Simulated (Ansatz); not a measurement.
System: CH₂NO (charge +1, singlet). It need not be the lowest isomer of its formula. 
Geometry from a B3LYP-D3(BJ)/def2-TZVP (Ansatz, a quantum-chemistry and plane-wave program) optimisation:
```xyz
5

N     -1.0662     0.2609     0.2152
C      0.1427    -0.0349    -0.0288
O      1.2156    -0.2974    -0.2454
H     -1.6361    -0.3425     0.8095
H     -1.4816     1.1053    -0.1801
```
Charge +1, spin multiplicity 1.

Basis-set convergence of Hartree-Fock and CCSD(T) correlation energies (hartree) with Ansatz. Correlated levels leave the core frozen unless marked. Spin-orbit coupling is left out. Non-relativistic.

```tsv
basis	functions	E(HF)	E(corr, CCSD(T))	rough core time
aug-cc-pVDZ	87	-168.08343	-0.50692	under 20 s
aug-cc-pVTZ	184	?	?	22 s
```

### Question
Complete the blanks.

### Answer

- aug-cc-pVTZ, E(HF): -168.12610
- aug-cc-pVTZ, E(corr, CCSD(T)): -0.60603
